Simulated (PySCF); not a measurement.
Electron correlation in N (nitrogen, neutral)

[He] 2s1 2p4, 2s spin antiparallel (an excited configuration). Computed with PySCF 2.14 in x2c-TZVPPall (5s3p2d1f, 31 functions), with scalar relativity by spin-free X2C-1e. Frozen: 1s2; 5 electrons correlated.

MP2 pair energies summed by pair of shells (mhartree):

```tsv
pair	energy	share (%)
2s-2p	-85.54	51.5
2p-2p	-80.71	48.5
```

Total MP2 correlation energy: -166.25 mhartree.

Same-spin part -28.38 and opposite-spin part -137.87 mhartree; SCS-MP2 scales them by 1/3 and 6/5 to -174.90 mhartree.
